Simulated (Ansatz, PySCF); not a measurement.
Cd(SMe)(SiH3) (CH6CdSSi), SMILES C[S][Cd][SiH3]. Atoms are numbered in the order given.

```xyz
10

Cd    -0.1384     0.1431     0.1988
S      1.9577     0.1724    -0.9470
C      1.8135    -1.2625    -2.0987
H      1.6904    -2.2141    -1.5623
H      2.7566    -1.3062    -2.6621
H      0.9908    -1.1369    -2.8168
Si    -2.3294     0.1532     1.4379
H     -2.6876    -1.2219     1.9020
H     -3.4413     0.6460     0.5693
H     -2.2605     1.0382     2.6405
```
Charge 0, spin multiplicity 1.

Geometry: B3LYP-D3(BJ)/def2-SVP. The structure was generated by enumeration; whether it is a known compound was not checked. The def2 effective core potentials stand for the cores of Cd; spin–orbit coupling is left out. The values are those of a single conformer.

Vertical ionisation energy (IE) and electron affinity (EA) in eV. Rows of orbital energies are one-electron estimates. Where ΔSCF, EOM or ADC give a negative EA the extra electron is unbound and the value depends on the basis.

```tsv
level	IE	EA
−ε(HOMO), −ε(LUMO), HF/def2-TZVP (PySCF)	9.01	-1.20
−ε(HOMO), −ε(LUMO), PBE/def2-TZVP (PySCF)	5.28	1.93
ΔSCF, CAM-B3LYP/def2-SVPD (Ansatz), final states of multiplicity 2 and 2	8.41	-0.17
ΔSCF, PBE/def2-SVPD (Ansatz), final states of multiplicity 2 and 2	…	…
```

Fill in the missing entries. (An estimate is asked for; the answer gives what the named calculation found.)


- ΔSCF, PBE/def2-SVPD (Ansatz, a program for electronic structure), final states of multiplicity 2 and 2, IE: 8.33
- ΔSCF, PBE/def2-SVPD (Ansatz), final states of multiplicity 2 and 2, EA: -0.07

What vertical singlet–triplet gap does ΔSCF give with CAM-B3LYP/def2-SVPD (Ansatz) and with PBE/def2-SVPD (Ansatz)? (An estimate is asked for; the answer gives what the named calculation found.)

4.14 and 3.92 eV (triplet above singlet where positive).
